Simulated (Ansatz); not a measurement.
Mulliken charges of CH$_{5}$NOSi (`CO[Si]N`) from PBE/def2-TZVPP in Ansatz (PBE0-D4/def2-TZVP geometry).

```json
{"atom": "C1", "x (Å)": "-0.040", "y (Å)": "0.510", "z (Å)": "-1.632", "charge (e)": "-0.115"}
{"atom": "O2", "x (Å)": "0.195", "y (Å)": "0.268", "z (Å)": "-0.265", "charge (e)": "-0.283"}
{"atom": "Si3", "x (Å)": "-0.650", "y (Å)": "-0.866", "z (Å)": "0.604", "charge (e)": "0.159"}
{"atom": "N4", "x (Å)": "0.127", "y (Å)": "-0.617", "z (Å)": "2.101", "charge (e)": "-0.314"}
{"atom": "H5", "x (Å)": "-0.333", "y (Å)": "1.553", "z (Å)": "-1.775", "charge (e)": "0.095"}
{"atom": "H6", "x (Å)": "-0.833", "y (Å)": "-0.132", "z (Å)": "-2.035", "charge (e)": "0.071"}
{"atom": "H7", "x (Å)": "0.876", "y (Å)": "0.326", "z (Å)": "-2.200", "charge (e)": "0.095"}
{"atom": "H8", "x (Å)": "-0.117", "y (Å)": "-1.143", "z (Å)": "2.925", "charge (e)": "0.146"}
{"atom": "H9", "x (Å)": "0.863", "y (Å)": "0.054", "z (Å)": "2.261", "charge (e)": "0.147"}
```

Q: By hand: the dipole of these point charges (1 e Å = 4.8032 D).

A: Σ q r = (-0.092, -0.068, -0.064) e Å, of length 0.131 e Å = 0.63 D.

Q: How does the dipole of the full density compare? (An estimate is asked.)

A: The calculation gave: (0.138, 0.099, 0.106) e Å, 0.96 D; the point charges give 0.66 times that, at 177° from its direction, so they point the opposite way.

Point charges leave out the atoms' own dipoles, such as those of lone pairs, and Mulliken's split depends on the basis, so the two needn't agree.
